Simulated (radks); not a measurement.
The numbers below are computed, except where a source is named.
The chromium ion Cr+, configuration [Ar] 3d5. Level of theory: non-relativistic Kohn-Sham, LDA (Slater exchange, Perdew-Wang correlation), spin-unpolarised, spherical densities, point nucleus; hard spherical wall at 4 bohr (a radial shooting solver on a logarithmic mesh with Libxc functionals).

Unscreened Slater integrals over Kohn-Sham orbitals (eV). Empty in this configuration: 4s.

F0(3d,3d): 19.406
F2(3d,3d): 8.7445
F4(3d,3d): 5.3911
F0(3d,3p): 21.836
F2(3d,3p): 10.029
G1(3d,3p): 12.501
G3(3d,3p): 7.4451
F0(3d,3s): 22.392
G2(3d,3s): 9.3306
F0(3d,2p): 27.722
F2(3d,2p): 4.6157
G1(3d,2p): 3.2290
G3(3d,2p): 1.8297
F0(3d,4s): 12.604
G2(3d,4s): 2.4230
F0(3p,3p): 25.191
F2(3p,3p): 12.529
F0(3p,3s): 25.941
G1(3p,3s): 17.148
F0(3p,2p): 34.449
F2(3p,2p): 6.6276
G0(3p,2p): 2.5738
G2(3p,2p): 2.6821
F0(3p,4s): 13.164
G1(3p,4s): 1.2002
F0(3s,3s): 26.766
F0(3s,2p): 35.751
G1(3s,2p): 2.8724
F0(3s,4s): 13.267
G0(3s,4s): 0.84876
F0(2p,2p): 95.181
F2(2p,2p): 44.761
F0(2p,4s): 14.562
G1(2p,4s): 0.43531
F0(4s,4s): 10.735

Derived for the open shells (J is the average intra-shell exchange parameter used in DFT+U). 3d: Racah B = F2/49 - 5 F4/441 = 0.1173 eV, C = 35 F4/441 = 0.4279 eV, C/B = 3.65, F4/F2 = 0.617, J = (F2 + F4)/14 = 1.010 eV.
